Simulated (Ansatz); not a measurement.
This geometry of C3H6Si (10 atoms, charge 0, multiplicity 1) is a first-order saddle point.

These are results of Ansatz 0.2.0, RKS LDA/def2-SVP, not measurements.

```xyz
10
Properties=species:S:1:pos:R:3
C -1.546 1.687 -1.275
C -0.584 1.071 -0.833
Si 0.822 0.123 -0.150
C 0.214 -1.241 0.986
H -2.395 2.237 -1.670
H 1.716 1.088 0.583
H 1.605 -0.439 -1.308
H 0.613 -1.110 2.013
H -0.894 -1.229 1.042
H 0.531 -2.238 0.616
```

Problem. Which two structures does it join? (They come from a converged band through this point; their orientation in space is the band's.)

Solution. No bond is made or broken. The dihedral C2–Si3–C4–H10 goes from 60 to 180°. The two ends are copies of one structure, up to a mirror image or an exchange of like atoms.

Initial state:

```xyz
10
Properties=species:S:1:pos:R:3
C -1.474 1.193 -1.806
C -0.561 0.844 -1.069
Si 0.783 0.302 0.043
C 0.203 -1.094 1.137
H -2.282 1.506 -2.462
H 1.218 1.485 0.869
H 1.950 -0.133 -0.806
H 1.021 -1.424 1.811
H -0.656 -0.769 1.760
H -0.119 -1.961 0.524
```

Final state:

```xyz
10
Properties=species:S:1:pos:R:3
C -1.552 1.771 -1.146
C -0.596 1.102 -0.773
Si 0.812 0.087 -0.203
C 0.224 -1.255 0.952
H -2.399 2.362 -1.479
H 1.798 0.993 0.488
H 1.487 -0.505 -1.413
H -0.272 -0.816 1.842
H -0.502 -1.920 0.439
H 1.083 -1.870 1.295
```

Problem. How far does it lie above each of them?

Solution. 0.072 eV above the first and 0.072 eV above the second. This is the barrier of this one path; another mechanism may lie lower.

The run took 83 s on 1 thread of Arm Neoverse N1 (shared host), peak memory 0.26 GiB.
